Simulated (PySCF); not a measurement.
Species: C₇H₁₂FP.
InChI=1S/C7H12FP/c1-4-5-9-7(8)6(2)3/h4,6H,1,5H2,2-3H3

A linear-response calculation (PySCF, def2-SVPD basis, gas phase, vertical, core orbitals frozen in the response) gave these numbers; the functional is withheld.

Orbital energies (eV): HOMO-3 -9.28, HOMO-2 -7.85, HOMO-1 -6.94, HOMO -6.54, LUMO -1.48, LUMO+1 -0.04, LUMO+2 0.39.

```tsv
state	E (eV)	f	main configurations (H = HOMO, L = LUMO)
S1	4.45	0.017	H-1→L (70%), H→L (29%)
S2	5.08	0.194	H→L (60%), H-1→L (22%), H-2→L (9%)
S3	5.40	0.027	H-2→L (86%)
S4	5.65	0.030	H→L+1 (71%), H→L+2 (10%), H-1→L+1 (10%)
S5	6.05	0.016	H→L+2 (77%), H-1→L+1 (12%)
S6	6.34	0.068	H→L+3 (72%), H-1→L+1 (12%)
```

Triplets (Tamm–Dancoff): T1 2.78 eV, H→L (87%), H-1→L (10%); T2 3.95 eV, H-1→L (68%), H-2→L (10%); T3 4.30 eV, H-1→L+1 (35%), H-2→L (30%), H→L+1 (19%); T4 4.93 eV, H-2→L (52%), H-1→L (18%), H→L+1 (14%).

Vertical ionisation energy by ΔSCF with the same functional: 8.45 eV. Mean static polarisability: 116.3 au.

Question: Name the functional.
A. PBE
B. CAM-B3LYP
C. HF
D. B3LYP

Answer: D. B3LYP is a global hybrid with 20% exact exchange. In this run −ε(HOMO) = 6.54 eV differs from the ΔSCF value by -1.91 eV, and S1 differs from the orbital gap of 5.06 eV by -0.61 eV. The ratio −ε(HOMO)/IP is 0.77. Usual ranges for neutral molecules in this basis: 0.67 to 0.83 with B3LYP, 0.5 to 0.7 with PBE, 0.85 to 0.93 with CAM-B3LYP; Hartree–Fock can't fall below 1, since the ion's relaxation only lowers the ΔSCF value.

Theory: PySCF, TDDFT B3LYP/def2-SVPD, vertical, gas phase, core orbitals frozen in the response. Geometry: PBE0-D3(BJ)/def2-SVP, one conformer, isolated molecule.

Time: 8.4 min (with the writing of density and orbital grids); peak memory 1.1 GiB. Hardware: Arm Neoverse V2, one thread, on a shared host.

The values belong to the conformer `[CH2:1]=[CH:2][CH2:3]/[P:4]=[C:5](\[F:6])[CH:7]([CH3:8])[CH3:9]`: C1–C2–C3–P4 109°, C2–C3–P4–C5 -84°, P4–C5–C7–C8 -7°.
